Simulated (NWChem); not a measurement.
# H₃S₂ cation; SMILES S[SH2+]

```xyz
5

S     -0.0532    -1.1232     0.0000
S      0.0464     0.9899     0.0000
H      1.2954    -1.2398     0.0000
H     -0.8210     1.2953     0.9989
H     -0.8210     1.2953    -0.9989
```
Atoms are numbered in this order, from 1.

Geometry: optimised at B3LYP/6-31G* (spherical d).

**Question.** Give the principal values of the shielding tensors (ppm) of S1, S2 from B3LYP/IGLO-III, GIAO (NWChem), with their diamagnetic and paramagnetic parts as GIAO splits them.

**Answer.** 
```tsv
atom	σ11	σ22	σ33	isotropic	diamagnetic	paramagnetic
S1	-11.7	348.9	768.8	368.7	1054.1	-685.4
S2	301.5	532.9	612.0	482.1	1055.8	-573.7
```
